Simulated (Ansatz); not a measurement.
Ga₅N₄H₁₆⁻, a cluster cut from zinc blende GaN (hydrogen-capped), relaxed as a singlet with RKS r2SCAN-D4/def2-SVP in Ansatz, starting from the GFN2-xTB geometry. Force threshold 0.03 eV/Å.

Start:

| atom | x (Å) | y (Å) | z (Å) |
| --- | --- | --- | --- |
| N1 | -0.5144 | -1.5535 | -0.6867 |
| N2 | 1.8594 | -0.4541 | 1.1004 |
| N3 | 0.2879 | 1.3194 | -1.7423 |
| N4 | -0.9780 | 0.9504 | 1.1352 |
| Ga5 | -0.3039 | -0.5068 | -2.2933 |
| Ga6 | 1.1001 | -2.0814 | 0.2273 |
| Ga7 | -1.7943 | -0.7269 | 0.5421 |
| Ga8 | 0.5951 | 0.6288 | 2.2044 |
| Ga9 | -0.8033 | 2.2036 | -0.3212 |
| H10 | -0.9646 | -2.4312 | -0.9831 |
| H11 | 2.3232 | 0.1418 | 0.4060 |
| H12 | 2.6077 | -0.7710 | 1.7279 |
| H13 | 0.2409 | 1.9158 | -2.5763 |
| H14 | 1.2795 | 1.3057 | -1.4789 |
| H15 | -1.6695 | 1.3666 | 1.7747 |
| H16 | 0.9109 | -1.0201 | -3.1347 |
| H17 | -1.6600 | -0.3652 | -3.0242 |
| H18 | 2.2183 | -2.4657 | -0.7967 |
| H19 | 0.7800 | -3.1078 | 1.3393 |
| H20 | -1.9598 | -1.6572 | 1.7768 |
| H21 | -3.0883 | -0.3885 | -0.2507 |
| H22 | 0.2306 | -0.2001 | 3.4587 |
| H23 | 1.3919 | 1.9560 | 2.4297 |
| H24 | -2.1906 | 2.5302 | -0.9252 |
| H25 | 0.1012 | 3.4112 | 0.0907 |

```
step   energy (eV)  largest force component (eV/Å)  SCF passes
   1  -268076.4135                           0.692          18
   2  -268076.6738                           0.187          19
   3  -268076.6984                           0.043          19
   4  -268076.6992                           0.032          20
   5  -268076.6996                           0.007          20
```

Force components are those of the run's own axes.

End:

```xyz
25

N    -0.501   -1.543   -0.688
N     1.803   -0.463    1.102
N     0.248    1.290   -1.715
N    -0.964    0.952    1.127
Ga   -0.287   -0.546   -2.365
Ga    1.143   -2.146    0.200
Ga   -1.841   -0.746    0.556
Ga    0.614    0.683    2.264
Ga   -0.804    2.284   -0.307
H    -0.961   -2.416   -0.975
H     2.268    0.130    0.410
H     2.568   -0.766    1.712
H     0.226    1.890   -2.545
H     1.237    1.279   -1.453
H    -1.662    1.356    1.764
H     0.963   -1.059   -3.202
H    -1.664   -0.357   -3.117
H     2.280   -2.511   -0.849
H     0.840   -3.171    1.363
H    -1.990   -1.693    1.820
H    -3.152   -0.392   -0.264
H     0.278   -0.191    3.538
H     1.430    2.031    2.470
H    -2.205    2.612   -0.961
H     0.132    3.496    0.116
```

By distances, no bond broke or formed. The bond that changes most is N1–Ga7, from 1.96 to 2.00 Å (atoms count from 1).

No frequencies were taken in this run, so the end may be a saddle point.

It took 19 s on 2 threads of AMD EPYC 7R13 on a shared host and a share (18 GiB) of an NVIDIA H100 80GB HBM3, peak host memory 1 GiB.
